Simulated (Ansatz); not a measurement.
Reaction (redistribution): `[NH2][Ti]([OH])([Cl])[Cl]` + `N[SiH](O)O` → `[NH2][Ti]([NH2])([Cl])[Cl]` + `O[SiH](O)O`

Computed with Ansatz on PBE0-D4/def2-TZVP structures; ΔE is electronic, products minus reactants. CBS: MP2 limit from def2 TZ/QZ plus the TZ coupled-cluster correction, frozen cores. This one scheme is used for every species. Functionals use def2-TZVPP. HSE06 is defined as in plane-wave codes. For Ti outer-core shells are correlated without core-valence functions, which leaves a few kJ/mol of doubt a bond. Scalar relativity is left out up to krypton. Each species was taken in one conformer, which may not be the lowest.

Problem. Is it downhill or uphill in electronic energy at CCSD(T)/CBS, and by how much? (An estimate is asked.)

Solution. Ansatz gave: Uphill: ΔE = +1.1 kcal/mol.

Problem. What do these levels give: BLYP-D4, HSE06-D4, ωB97X-V, PBE0, LC-ωPBE, SCS-MP2/def2-QZVPP? (Best estimate.)

Solution. Computed: BLYP-D4 2.6, HSE06-D4 2.5, ωB97X-V 2.9, PBE0 2.7, LC-ωPBE 3.7, SCS-MP2/def2-QZVPP 1.3 kcal/mol.

Largest T1 diagnostic among the species: 0.025, so the coupled-cluster value is less sure than usual.

Leaving LDA and LC-ωPBE aside and taking each functional with its dispersion term where it has one, the values, not all of them listed here, spread over 1.1 kcal/mol, from BHLYP-D4 to PBE-D4. At CCSD(T), def2-SVP lies +3.3 kcal/mol from the extrapolated value and def2-TZVPP +0.6 kcal/mol.
